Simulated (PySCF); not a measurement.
**A small calculation by hand: chemical shift, span and skew from a shielding tensor**

formyl cation (CHO), SMILES C#[O+], charge +1. Atoms are numbered in the order given.

```xyz
3

C      0.0000     0.0000     0.5157
O      0.0000     0.0000    -0.5883
H      0.0000     0.0000     1.6126
```
Charge +1, spin multiplicity 1.

Coordinates come from a r2SCAN-D4/def2-TZVPD optimisation.

GIAO shieldings from PySCF with PBE0/pcSseg-2, non-relativistic, no solvent. The symmetric part of the tensor of C1 has the principal values -74.1, -74.1, 271.7 ppm. The same nucleus in TMS has σ = 186.1 ppm at this level (PySCF, at its B3LYP-D3(BJ)/def2-TZVP geometry).

Q: Work out the isotropic shielding, the ¹³C shift against TMS, the span and the skew.

A: 
σ(iso) = (σ11 + σ22 + σ33)/3 = 41.2 ppm. δ = σ(ref) − σ(iso) = 186.1 − (41.2) = 144.9 ppm.
Span Ω = σ33 − σ11 = 345.8 ppm. Skew κ = 3(σ(iso) − σ22)/Ω = 1.00, an axial tensor. Tumbling in solution averages the tensor to δ; in a static solid the shielding alone would spread this spin-1/2 line over Ω.
